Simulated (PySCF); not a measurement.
Correlation energy of Se³⁺ (selenium, charge +3)

[Ar] 3d10 4s2 4p1, 2P determinant. All numbers are calculated (PySCF 2.14, scalar relativity through the core potential, in aug-cc-pVQZ-PP with ECP10MDF (7s6p5d3f2g, 89 functions)). Frozen: 3s2 3p6 3d10; 3 electrons correlated.

```csv
level,correlation energy (mhartree)
CCSD,-58.98
(T),-0.75
CCSD(T),-59.73
```

Diagnostics: T1 = 0.0077, D1 = 0.0175, largest double amplitude 0.093.

Cost of the coupled-cluster step: roughly 11 core-seconds, for 3 correlated electrons.
